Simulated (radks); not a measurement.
Q: Coherent X-ray form factor from a spherical all-electron density. Calculated with a radial shooting solver on a logarithmic mesh with Libxc functionals: non-relativistic Kohn-Sham, PBE, spin-polarised, spherical densities, point nucleus.

sin(theta)/lambda (1/angstrom),f0 (electrons)
0.05,17.647
0.1,16.674
0.15,15.294
0.2,13.760
0.25,12.278
0.3,10.976
0.4,9.053
0.5,7.872
0.6,7.103
0.8,5.933
1,4.829
1.25,3.607
1.5,2.705
2,1.740

The species is in the configuration that NIST lists as its ground one. Which atom or ion scatters so?

A: The potassium ion K+, [Ar]. Extrapolating in s^2 from the first two rows gives f0(0) = 18.0, near the electron count 18; among species with that count, the fall with angle is slower the higher Z, and the table is that of Z = 19; from so few rows the species is fixed only to a neighbour or two.
